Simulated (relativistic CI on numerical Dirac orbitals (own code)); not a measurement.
One change at a time: I20+

Base calculation: Dirac-Coulomb-Breit CI, KLI orbitals optimised for each configuration, QED by a radiative potential, unscaled Slater integrals.

Configuration list (outside the closed core [Ar] 3d10): 4s²4p³, 4s4p⁴, 4s²4p²4d, 4p⁵, 4s4p³4d, 4s²4p²4f, 4s4p³4f, 4p⁴4d, 4s4p²4d², 4s²4p4d4f, 4p⁴4f, 4s²4p²5s, 4s²4p4d², 4s²4d³, 4s4p4d³, 4s²4d²4f, 4s4p4d²4f, 4s²4d²5s, 4p³4d², 4p²4d³, 4p²4d²4f, 4p²4d²5s. Double excitations out of closed p, d and f shells are left out; levels of such configurations are missing from the list, as are those of other unlisted configurations, and high levels can miss mixing partners.

Variants: (1) Breit term removed; (2) only the first 3 configurations. Shifts of the energy above 4s²4p³ ⁴S°3/2, in cm⁻¹, for the lowest level and the first level of each name with at least 55 % of one term (blank where a level changes its place among those of its configuration and J or its character, or is not in the variant):

```tsv
Level	Base	Δ(1)	Δ(2)
4s²4p³ ⁴S°3/2	0	0	0
4s²4p³ ²D°5/2	118978	+1604	+2942
4s²4p³ ²P°1/2	153437	+1472	+4320
4s²4p³ ²P°3/2	247932	+3064	+5084
4s4p⁴ ⁴P5/2	476264	+217	-9177
4s4p⁴ ⁴P3/2	534339	+649	-7021
4s4p⁴ ⁴P1/2	540661	+511	-7864
4s4p⁴ ²D5/2	632242	+1862	-4175
4s²4p²4d ²F5/2	745395	+2887	+1630
4s²4p²4d ⁴D1/2	752901	+2761	+445
4s²4p²4d ⁴F7/2	761112	+3278	+212
4s²4p²4d ⁴F9/2	790254	+3838	+895
4s²4p²4d ²G7/2	839805	+3773	+3902
4s²4p²4d ²D3/2	875321	+3377	+7550
```

At this charge energies of transitions that change n are usually good to better than 1 %, and those within a shell (Δn = 0) to a few per cent.

Ionisation energy from the two ground configurations alone: base 601.572 eV; Breit term removed 601.895 eV. The NIST ASD value (theoretical) is 601 eV.

LS names give the leading component of a level, which can be under half, so a name can repeat, a term be missing and a line seem to break the LS rules.
